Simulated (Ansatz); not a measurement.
C4H12ClHfNO2 (`CC[N](C)[Hf]([OH])([Cl])[O]C`). The species carries charge 0 and has multiplicity 1. Hf: def2 effective core potential. Geometry: relaxed with PBE0-D4/def2-TZVP. It is one conformer, not always the lowest.

```xyz
21

C    -1.026   -0.245   -1.775
C     0.346   -0.870   -1.622
N     0.792   -0.923   -0.248
C     2.095   -1.543   -0.134
Hf   -0.244   -0.272    1.376
O     0.989   -0.405    2.850
Cl   -2.129   -1.699    1.733
O    -0.891    1.512    1.136
C    -1.366    2.777    0.824
H    -1.029    0.796   -1.440
H    -1.781   -0.798   -1.206
H    -1.337   -0.255   -2.820
H     1.074   -0.309   -2.230
H     0.327   -1.889   -2.038
H     2.854   -0.990   -0.707
H     2.082   -2.573   -0.518
H     2.423   -1.578    0.907
H     1.318   -0.123    3.698
H    -0.728    3.549    1.267
H    -1.386    2.931   -0.261
H    -2.384    2.908    1.207
```

Task: What is the dipole moment at r2SCAN/def2-TZVPP? (Estimate.)

Result: Ansatz gave: 3.25 D, with components (1.95, 2.53, -0.59) D in this frame, pointing from negative to positive charge.

Task: And with PBE, B3LYP, ωB97M-V? (An estimate is asked.)

Result: Ansatz gave: PBE 3.18 D, B3LYP 3.21 D, ωB97M-V 3.19 D.

Task: Give the Mulliken charges with r2SCAN, B3LYP, ωB97M-V in def2-TZVPP. (An estimate is asked.)

Result: The calculation gave: 
| atom | r2SCAN | B3LYP | ωB97M-V |
| --- | --- | --- | --- |
| C1 | -0.20 | -0.30 | -0.40 |
| C2 | 0.11 | 0.02 | -0.03 |
| N3 | -0.31 | -0.28 | -0.29 |
| C4 | -0.03 | -0.15 | -0.21 |
| Hf5 | 0.91 | 0.88 | 0.80 |
| O6 | -0.45 | -0.42 | -0.39 |
| Cl7 | -0.36 | -0.35 | -0.31 |
| O8 | -0.40 | -0.40 | -0.37 |
| C9 | 0.01 | -0.10 | -0.16 |
| H10 | 0.06 | 0.09 | 0.12 |
| H11 | 0.08 | 0.10 | 0.13 |
| H12 | 0.04 | 0.08 | 0.11 |
| H13 | 0.02 | 0.06 | 0.09 |
| H14 | 0.03 | 0.06 | 0.10 |
| H15 | 0.04 | 0.08 | 0.11 |
| H16 | 0.05 | 0.09 | 0.11 |
| H17 | 0.05 | 0.09 | 0.10 |
| H18 | 0.19 | 0.17 | 0.16 |
| H19 | 0.06 | 0.10 | 0.12 |
| H20 | 0.04 | 0.08 | 0.10 |
| H21 | 0.06 | 0.10 | 0.12 |

B3LYP here is the variant with VWN-RPA as its local correlation; programs differ in this.
